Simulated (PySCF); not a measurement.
Ionisation energy of N³⁺ by level of theory

N³⁺ [He] 2s2 → N⁴⁺ [He] 2s1 [2s1/2^1, M_J = 1/2], as a difference of total energies. All numbers are calculated (PySCF 2.14, the two-component X2C-1e Hamiltonian, in x2c-SVPall-2c (3s2p1d, 14 functions)). Correlated levels: 1s2 frozen. "Screened" scales the spin-orbit matrix elements by Boettger's factors to mimic the two-electron term; Breit and QED terms are absent.

| method | ionisation energy (eV) |
| --- | --- |
| GHF (screened spin-orbit) | 74.490 |
| GMP2 (screened spin-orbit) | 75.762 |

Problem. How much does correlation contribute at GMP2 (screened spin-orbit)?

Solution. 75.762 − (74.490) = 1.272 eV, measured against GHF (screened spin-orbit).

Errors of the correlated levels include the incompleteness of this basis and the frozen core.

MP2 underrates the near-degeneracy of ns² with np² in the lower species.

For comparison: 77.474 eV (measured; NIST Atomic Spectra Database, ionization energies).
